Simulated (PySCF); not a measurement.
Species: C5H14OSi2.
SMILES with atom numbers: `[CH3:1][CH2:2][O:3][Si@@H:4]([CH3:5])/[CH:6]=[CH:7]/[SiH3:8]` (hydrogens: H9, H10, H11 on C1; H12, H13 on C2; H14 on Si4; H15, H16, H17 on C5; H18 on C6; H19 on C7; H20, H21, H22 on Si8)

Computed, not measured: PBE0-D3(BJ)/def2-SVP geometry optimisation, gas phase (PySCF 2.14.0).

What internal coordinates does the optimisation give?

```csv
bond,length (pm)
C1–C2,151.1
C2–O3,140.5
O3–Si4,167.0
Si4–C5,187.1
Si4–C6,186.8
C6=C7,134.5
C7–Si8,187.3
"C1–H9, C1–H10, C1–H11",110.0
C2–H12,110.9
C2–H13,110.8
Si4–H14,150.2
"C5–H15, C5–H16, C5–H17",110.1
C6–H18,110.0
C7–H19,110.0
"Si8–H20, Si8–H21, Si8–H22",149.6
```

Bonds in one row agree within 1 pm and their mean is given. A selection of angles:
```csv
angle,degrees
C2–C1–H9,110.3
C2–C1–H11,110.8
H9–C1–H10,108.0
H9–C1–H11,108.6
C1–C2–O3,109.6
C1–C2–H12,109.9
C1–C2–H13,109.8
O3–C2–H12,110.5
O3–C2–H13,110.4
H12–C2–H13,106.6
C2–O3–Si4,124.4
O3–Si4–C5,111.8
O3–Si4–C6,105.6
O3–Si4–H14,108.1
C5–Si4–C6,111.6
C5–Si4–H14,109.4
C6–Si4–H14,110.2
Si4–C5–H15,110.4
Si4–C5–H16,111.4
H15–C5–H16,107.4
Si4–C6–C7,124.3
Si4–C6–H18,117.2
C7–C6–H18,118.5
C6–C7–Si8,124.1
C6–C7–H19,118.5
Si8–C7–H19,117.4
C7–Si8–H20,110.7
C7–Si8–H22,109.2
H20–Si8–H21,107.4
H20–Si8–H22,109.4
```

Dihedral angles: C1–C2–O3–Si4 169° (antiperiplanar); C2–O3–Si4–C5 67° (synclinal); O3–Si4–C6–C7 -129° (anticlinal); Si4–C6–C7–Si8 180° (antiperiplanar).

Of the pairs four or more bonds apart, C5···H19 is among the closest relative to their van der Waals radii: 2.84 Å, 98 % of the sum of Bondi's values. The C–C distances run from 1.345 Å (C6=C7, drawn double) to 1.511 Å (C1–C2, drawn single), a spread of 0.166 Å. Si4 (oxygen-bound silicon) is distorted tetrahedral (angles from 105.6° to 111.8°). Si8 (SiH3 silicon) is tetrahedral (angles from 107.4° to 110.7°).

Point group: C1 (no symmetry element, even within 0.4 Å). Not checked by PBE0-D3(BJ)/def2-SVP frequencies. One conformer, not necessarily the lowest.

The run took 9.1 min wall on one thread of an Arm Neoverse N1 (shared host), and the process peaked at 0.83 GiB of memory. That covers the optimisation of the geometry.
